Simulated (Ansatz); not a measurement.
`CN(C)B(Cl)Cl` → `[CH2]` (triplet) + `CNB(Cl)Cl` at 400 K and 1 bar (formal loss of a carbene).

Calculated with Ansatz (gas phase, PBE0-D4/def2-TZVP geometries, no zero-point term in ΔE). CBS: MP2 limit from def2 TZ/QZ plus the TZ coupled-cluster correction, frozen cores. This one scheme is used for every species. Triplets are unrestricted, without spin–orbit coupling. One conformer a species, not always the lowest.

```
          species  CCSD(T)/CBS energy (Eh)  H − E (kJ/mol)  S (J/(mol·K))
   `CN(C)B(Cl)Cl`              -1078.89455           272.3          391.7
`[CH2]` (triplet)                -39.09499            59.0          205.7
      `CNB(Cl)Cl`              -1039.64309           192.9          364.1
```

H − E and S are ideal-gas, rigid-rotor, harmonic terms from PBE0-D4/def2-TZVP, for one conformer and one mirror image of each species, with the whole ground term of open shells counted as degenerate. 1 Eh = 2625.50 kJ/mol, R = 8.31446 J/(mol·K).

Q: By hand: ΔE, ΔH, ΔS and ΔG.

A: ΔE = (-39.09499) + (-1039.64309) − (-1078.89455) = 0.15647 Eh = 410.8 kJ/mol. Δ(H − E) = 59.0 + 192.9 − 272.3 = -20.4, so ΔH = 390.4 kJ/mol. ΔS = 205.7 + 364.1 − 391.7 = 178.1 J/(mol·K). ΔG = 390.4 − 400 × (178.1)/1000 = 319.2 kJ/mol.

Q: By hand: the equilibrium constant, and the temperature at which ΔG would vanish if ΔH and ΔS stayed fixed.

A: log₁₀ K = −ΔG/(RT ln 10) = -41.7. ΔG = 0 at ΔH/ΔS = 2192 K.

The number of gas molecules changes by +1, which sets the sign of ΔS. A doubt of 5 kJ/mol in ΔE shifts log₁₀ K by 0.7 here. Other conformers and mirror images would add mixing entropy, several J/(mol·K) or more a flexible species. A triplet takes part, so the spin changes. These are equilibria of isolated gas molecules and say nothing of rates. Largest T1 diagnostic: 0.011 (customary marks: 0.02 for closed shells, 0.045 for open ones).
